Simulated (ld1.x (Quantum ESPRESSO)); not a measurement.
## zirconium (Zr): excitation energies, all-electron against TM

| Quantity | Value |
| --- | --- |
| Element | zirconium (Zr) |
| Generator | ld1.x (Quantum ESPRESSO) 7.5 |
| Type | norm-conserving Troullier–Martins (Kleinman–Bylander form) |
| Functional | PBE |
| Relativity | fully relativistic |
| Frozen core | [Ar] 3d10 |
| Valence charge | 12 |
| Reference configuration | 4s2 4p6 4d2 5s2 5p0 |
| Partial waves | 4p (bound): rc 2.15 bohr; 4d (bound): rc 2.45 bohr; 4s (bound): rc 2.00 bohr |
| Local potential | the s channel |
| Core correction | none |

Open shells are filled in proportion to 2j + 1 (rel_dist='average').

Occupied shells without a wave of their own: 5s. They enter only through the test configuration that unscreens the potential.

Energies are relative to the spin-unpolarised reference configuration 4s2 4p6 4d2 5s2 5p0; without spin polarisation the order of configurations can differ from experiment. The frozen-core shift is the all-electron ΔE with the core orbitals held at their reference shape minus the fully relaxed ΔE.

| valence configuration | charge | ΔE all-electron (eV) | error AE − PS (meV) | frozen-core shift (meV) |
| --- | --- | --- | --- | --- |
| 4s2 4p6 4d2 5s0 5p0 | +2 | 20.077 | -3613 | 0.0 |
| 4s2 4p6 4d1 5s0 5p0 | +3 | 42.701 | -4988 | +1.4 |
| 4s2 4p6 4d2.5 5s1.5 5p0 | 0 | 0.514 | -501 | 0.0 |
| 4s2 4p6 4d2 5s0 5p2 | 0 | 6.209 | -1918 | 0.0 |
| 4s2 4p6 4d0 5s0 5p0 | +4 | 76.914 | -6836 | +8.5 |
| 4s2 4p6 4d2 5s1.5 5p0 | +0.5 | 2.880 | -620 | 0.0 |

What are ΔE and the potential's error for 4s2 4p6 4d2 5s1 5p0?

ΔE = 7.137 eV all-electron; the error (AE − PS) is -1410 meV.

Levels in the configuration 4s2 4p6 4d0 5s0 5p0:

```
   level  all-electron (eV)  pseudo (eV)
4s j=1/2            -95.547      -97.668
4p j=1/2            -74.089      -76.135
4p j=3/2            -72.167      -74.203
```

These tests converged, but a pseudo level misses the all-electron one widely, so the file describes the atom poorly there or has found another state: 4s2 4p6 4d2 5s0 5p0: empty 5s by 2.7 eV; 4s2 4p6 4d1 5s0 5p0: empty 5s by 3.6 eV (a node warning on the way); 4s2 4p6 4d2.5 5s1.5 5p0: 5s by 1.1 eV; 4s2 4p6 4d0 5s0 5p0: empty 5s by 5.0 eV. The 5s level has no wave, so the channel is fitted at the deeper level alone: the likely source of the large errors.

The potential misses its own reference levels by up to 1.1 eV, so it is not fit for use.
